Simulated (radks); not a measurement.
Values are calculated unless marked as measured or tabulated.
Task: Successive ionisation energies (eV) of one element, from differences of total energies of ions in their ground configurations, starting at charge 44: 3517.1, 3711.8, 3796.6, 8667.0, 8917.5, 9170.0, 9424.1, 10145.7, 10417.9, 10795.8, 11004.9, 45151, 46085. Level of theory: Dirac Kohn-Sham, relativistic LDA (MacDonald-Vosko exchange, VWN5 correlation), spin-unpolarised, spherical densities, finite nucleus; open shells fill j = l - 1/2 first; Fermi nuclear charge, rms radius 4.855 fm (a radial shooting solver on a logarithmic mesh with Libxc functionals). Which element is it?

Result: Lanthanum (Z = 57). The first species listed is La44+ in [Ne] 3s2 3p1, the last La56+ in 1s1.
